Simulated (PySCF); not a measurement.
Species: C5H8BFO2.
Cartesian coordinates in Å at the PBE0-D3(BJ)/def2-SVP level; atoms count from 1:
```
atom  x, y, z in Å
C1     1.7871    0.7594   -1.0244
C2     1.2320    0.8524    0.1841
C3     0.3034   -0.1431    0.8201
C4     0.0503   -1.4055    0.0118
O5    -0.7242   -1.1398   -1.1411
B6    -1.5947   -0.1051   -1.1437
O7    -1.7752    0.7096   -0.0539
C8    -1.0562    0.4953    1.1045
F9    -1.7689   -0.3483    1.9160
H10    1.5901   -0.0837   -1.6922
H11    2.4566    1.5392   -1.3954
H12    1.4497    1.7361    0.7969
H13    0.7179   -0.4352    1.8006
H14    0.9985   -1.8590   -0.3132
H15   -0.4806   -2.1405    0.6376
H16   -2.2367    0.1220   -2.1352
H17   -0.9648    1.4590    1.6326
```

The calculation used TDDFT PBE0/def2-SVPD, vertical, gas phase, core orbitals frozen in the response (PySCF).

Ground-to-excited transition dipoles (e·a0, same axes as the geometry; the sign carries no meaning), for the states with f of 0.002 or more among the lowest 7:

```json
{"state": "S1", "E (hartree)": "0.2603", "μx": "0.516", "μy": "0.072", "μz": "-0.716"}
{"state": "S2", "E (hartree)": "0.2665", "μx": "-0.349", "μy": "0.181", "μz": "0.059"}
{"state": "S3", "E (hartree)": "0.2704", "μx": "-0.111", "μy": "-0.074", "μz": "0.030"}
{"state": "S4", "E (hartree)": "0.2751", "μx": "-0.113", "μy": "-0.024", "μz": "0.309"}
{"state": "S5", "E (hartree)": "0.2808", "μx": "0.473", "μy": "0.133", "μz": "-0.680"}
{"state": "S6", "E (hartree)": "0.2901", "μx": "-0.103", "μy": "0.034", "μz": "-0.117"}
{"state": "S7", "E (hartree)": "0.2921", "μx": "0.021", "μy": "-0.203", "μz": "0.059"}
```

Problem. What oscillator strength does each state have?

Solution. f = (2/3) ΔE |μ|² with ΔE in hartree (27.2114 eV).

| state | \|μ\|² (au) | \|μ\| (D) | f |
| --- | --- | --- | --- |
| S1 | 0.784 | 2.25 | 0.136 |
| S2 | 0.158 | 1.01 | 0.028 |
| S3 | 0.019 | 0.35 | 0.003 |
| S4 | 0.109 | 0.84 | 0.020 |
| S5 | 0.703 | 2.13 | 0.132 |
| S6 | 0.025 | 0.41 | 0.005 |
| S7 | 0.045 | 0.54 | 0.009 |

Problem. Which bond between heavy atoms lies closest to the direction of the S1 transition dipole?

Solution. C1–C2, at 14° from it; next C8–F9 at 34°.

Problem. What angle do the transition dipoles of S2 and S5 make?

Solution. |cos θ| = |μa·μb| / (|μa| |μb|) = 0.54, so θ ≈ 57° (taken between 0 and 90°, since the signs are arbitrary).

Problem. How is the summed strength of these states shared among x, y and z?

Solution. (2/3) Σ ΔE μα² gives 0.116 for x, 0.019 for y and 0.197 for z, 0.333 in all.

Problem. What peak molar absorption coefficient would the strongest computed level give as a lone Gaussian band 0.5 eV wide at half height?

Solution. ε(max) = 2.175×10⁸ f / FWHM, with the width in cm⁻¹. S1: 2.175×10⁸ × 0.1361 / 4033 ≈ 7300 L mol⁻¹ cm⁻¹.

The vertical ionisation energy (ΔSCF) is 9.97 eV, 2.02 eV above S7.

One conformer stands for the species.
